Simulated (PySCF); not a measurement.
**[Nd(NH3)3]3+: from a saddle point downhill**

PySCF 2.14.0, RKS PBE, Nd lcecp-1-SVP with ECP49, N def2-SVP, H def2-SVP; non-relativistic Hamiltonian with scalar-relativistic core potentials where named; density fitting; no spin-orbit coupling. Relaxed within the symmetry of its start, the geometry (C3h) is

```xyz
13

Nd    0.0000    0.0000    0.0000
N     2.4899    0.0014    0.0000
H     2.9417   -0.4724    0.8160
H     2.9417   -0.4724   -0.8160
H     2.9424    0.9438    0.0000
N    -1.2462    2.1556    0.0000
H    -1.0617    2.7838    0.8160
H    -1.0617    2.7838   -0.8160
H    -2.2886    2.0763    0.0000
N    -1.2437   -2.1570    0.0000
H    -1.8799   -2.3114    0.8160
H    -1.8799   -2.3114   -0.8160
H    -0.6538   -3.0201    0.0000
```

and its lowest harmonic modes are -51, -49, -49, -43, 86, 86 cm⁻¹ (negative: unstable). It was moved along the lowest mode and relaxed again, within the group C3 that the move left.

(1) Where does it end, and how much lower?

(2) How do the contacts change?

(3) Is the end a minimum?

An lcecp potential fixes the number of 4f electrons, so in runs with it no electron can move into or out of that shell.

State: singlet in the valence, with the 4f electrons in the core potential.

## Answers

(1) In C3, 0.043 eV lower, after 15 steps:
```xyz
13

Nd    0.0000    0.0000    0.7760
N     2.3551   -0.0012   -0.0061
H     3.0550   -0.2708    0.7240
H     2.5849   -0.6490   -0.7941
H     2.7206    0.9174   -0.3460
N    -1.1765    2.0402   -0.0061
H    -1.2930    2.7811    0.7240
H    -0.7304    2.5630   -0.7941
H    -2.1549    1.8974   -0.3460
N    -1.1786   -2.0390   -0.0061
H    -1.7620   -2.5103    0.7240
H    -1.8544   -1.9141   -0.7941
H    -0.5658   -2.8149   -0.3460
```

(2) 
| contact | saddle (Å) | end (Å) |
| --- | --- | --- |
| Nd1–N2 (NH3) | 2.490 | 2.482 |
| Nd1–N6 (NH3) | 2.490 | 2.482 |
| Nd1–N10 (NH3) | 2.490 | 2.482 |


(3) Yes, as far as the noise of the softest modes lets one tell (those above −25 cm⁻¹ count as noise); lowest modes -16, -16, -12, 54, 75, 75 cm⁻¹.
